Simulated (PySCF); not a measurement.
(E)-3-methoxyprop-2-en-1-amine (C₄H₉NO), SMILES CO/C=C/CN. Geometry optimised at PBE0-D3(BJ)/def2-SVP. Other conformers were not sampled.

Computed with PBE0-D3(BJ)/def2-SVP (PySCF).

Harmonic wavenumbers (cm⁻¹): 94, 119, 208, 259, 291, 328, 379, 469, 635, 825, 855, 901, 971, 1022, 1086, 1120, 1172, 1177, 1217, 1286, 1297, 1353, 1377, 1380, 1455, 1461, 1464, 1482, 1645, 1753, 3018, 3046, 3097, 3098, 3177, 3188, 3197, 3526, 3608. Rotational constants (GHz): 10.53, 1.531, 1.445; symmetry number 1.

Work out the zero-point energy and the ideal-gas rigid-rotor harmonic-oscillator thermochemistry at 298.15 K and 1 atm.

ZPE = ½ Σ hcν = ½ × 58037 cm⁻¹ = 82.97 kcal/mol. H − E(el) = 88.13 kcal/mol. Entropy in cal/(mol K): translation 39.31, rotation 27.03, vibration 16.46, total 82.79. G − E(el) = 63.44 kcal/mol. Cp = 27.21 cal/(mol K). Modes under 150 cm⁻¹ make the vibrational entropy uncertain.
